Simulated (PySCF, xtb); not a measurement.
Br2Sn, SMILES [Br][Sn][Br] (connectivity only; charge and spin as stated), charge -1, multiplicity 2.

Harmonic wavenumbers (cm⁻¹) from GFN2-xTB run with xtb at its own minimum, in rising order: 55, 171, 193.

**Question.** What does r2SCAN-D4/def2-SVPD (PySCF) give at its own minimum? (An estimate is asked for; the answer gives what the named calculation found.)

**Answer.** 58, 175, 188. Paired by order, the mean absolute difference is 4 cm⁻¹ and the zero-point energies are 0.6 and 0.6 kcal/mol.
